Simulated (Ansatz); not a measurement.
Reaction (ligand exchange at the Si–Cl bond): `C[SiH](Cl)Cl` + `BN` → `BN[SiH](C)Cl` + HCl

Computed with Ansatz on PBE0-D4/def2-TZVP structures; ΔE is electronic, products minus reactants. CCSD(T)/CBS adds triple-zeta CCSD(T) − MP2 to the extrapolated MP2 energy (def2 sets, frozen cores). This one scheme is used for every species. One conformer a species, not always the lowest.

```
       species  CCSD(T)/CBS(def2) energy (Eh)
`C[SiH](Cl)Cl`                    -1249.21450
          `BN`                      -81.93499
`BN[SiH](C)Cl`                     -870.74990
           HCl                     -460.38127
```

Q: Work out ΔE.

A: ΔE = (-870.74990) + (-460.38127) − (-1249.21450) − (-81.93499) = 0.01832 Eh = +11.5 kcal/mol.

Largest T1 diagnostic among the species: 0.012.

In def2-TZVPP, CCSD(T) changes the Hartree–Fock value by −1.7 kcal/mol (the triples alone add −0.0 kcal/mol) and MP2 by −0.9 kcal/mol. The D4 term adds −1.3 kcal/mol with B3LYP and −0.8 kcal/mol with PBE0; it sums over pairs of atoms, weighted by their polarisabilities, and B3LYP, whose exchange is more repulsive, gets the larger term.

B3LYP here is the variant with VWN-RPA as its local correlation; programs differ in this.
